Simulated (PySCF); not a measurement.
Species: C6H6FO (doublet state).
SMILES with atom numbers: `[CH2:1][C@H:2]([F:3])/[CH:4]=[CH:5]/[CH:6]=[C:7]=[O:8]` (hydrogens: H9, H10 on C1; H11 on C2; H12 on C4; H13 on C5; H14 on C6)

Geometry (GFN2-xTB, Å), atoms numbered from 1 in this order:
```xyz
14
C6H6FO angstrom
C      2.2347    0.0336   -0.5973
C      1.3710    0.9637    0.1373
F      1.8740    1.1741    1.4193
C     -0.0741    0.5352    0.2754
C     -0.5455   -0.6233   -0.1824
C     -1.9174   -1.0749   -0.0735
C     -2.8975   -0.4128    0.4732
O     -3.7878    0.1596    0.9470
H      2.1781   -0.0118   -1.6651
H      2.9243   -0.5878   -0.0639
H      1.3766    1.9635   -0.3372
H     -0.7052    1.2355    0.8034
H      0.1240   -1.3054   -0.6882
H     -2.1559   -2.0498   -0.4702
```

The hyperfine couplings belong to this conformer and change with its torsions.

The calculation used PySCF 2.14.0, UKS B3LYP, pcH-1 on C F H O, non-relativistic, mean-field spin-orbit, GIAO. The structure is a single GFN2-xTB conformer in the gas phase; no vibrational or solvent corrections. The geometry wasn't refined by DFT: couplings that depend on bond lengths, twists or pyramidal angles can differ widely from those at the functional's own minimum. The SCF solution wasn't tested for stability.

**Question.** The isotropic 13C couplings are +88.3, +64.9, -37.1, +9.9, +1.9, -0.8 MHz. Assign them to C1; C2; C4; C5; C6; C7.

**Answer.** 
```
site  a_iso (MHz)  ρ(0) (bohr⁻³)                 position  distance from C1 (Å)  spin population  largest |T| (MHz)
  C1        +88.3        +0.0785  largest spin population                  0.00            +1.07              163.4
  C2        -37.1        -0.0330           1 bond from C1                  1.47            -0.07                2.3
  C4        +64.9        +0.0578          2 bonds from C1                  2.52            +0.04                9.2
  C5         +9.9        +0.0088          3 bonds from C1                  2.89             0.00                3.0
  C6         -0.8        -0.0007          4 bonds from C1                  4.33             0.00                0.6
  C7         +1.9        +0.0017          5 bonds from C1                  5.26             0.00                0.5
```

ρ(0) is the spin density at the nucleus and T the dipolar tensor; entries for several nuclei are means. The largest Mulliken spin populations are on C1 (+1.07) and C2 (-0.07). C1 is the only atom above +0.15. The angles at C1 add up to 360.0°, so it is planar; its axial dipolar tensor and the negative couplings of its protons fit spin in a p orbital normal to that plane.

β density exceeds α density at some nuclei, such as C2 (-0.0330) and H9/H10 (-0.0144), spin density in bohr⁻³. In a single determinant that takes different orbitals for the two spins, that is spin polarisation.

Class means assume fast exchange of nuclei equivalent by connectivity; if that motion is slow, each nucleus keeps its own coupling.
